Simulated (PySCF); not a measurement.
Al(Me)2(NH3) (C2H9AlN), SMILES [CH3][Al+]([CH3])<-[NH3] (connectivity only; charge and spin as stated), charge +1, multiplicity 1. Heavy atoms are numbered as in [Al+:1]([CH3:2])([CH3:6])<-[NH3:10]. Hydrogens are named by the atom that carries them.

The structure is a stationary point at r2SCAN-D4/def2-SVP. The spin state was assumed, not searched. The isomer is the one that the SMILES or the coordinates give; other isomers of the formula were not compared.

The numbers are results of PBE/pcSseg-1 (PySCF), not measurements.

GIAO shieldings, no solvent; atoms alike by connectivity are averaged. δ = σ(ref) − σ: ¹³C against TMS (σ = 182.0 ppm); ¹H against TMS (σ = 31.49 ppm); ¹⁵N against NH3 (σ = 267.0 ppm), references at their B3LYP-D3(BJ)/def2-TZVP geometries, non-relativistic.

Computed chemical shifts:
| nucleus | atoms | count | δ (ppm) |
|---|---|---|---|
| ¹³C | C2 (CH3) | 2 | -5.4 |
| ¹H | H on N10 | 3 | 3.01 |
| ¹H | H on C2 | 6 | 0.98 |
| ¹⁵N | N10 (NH3) | 1 | 42.3 |
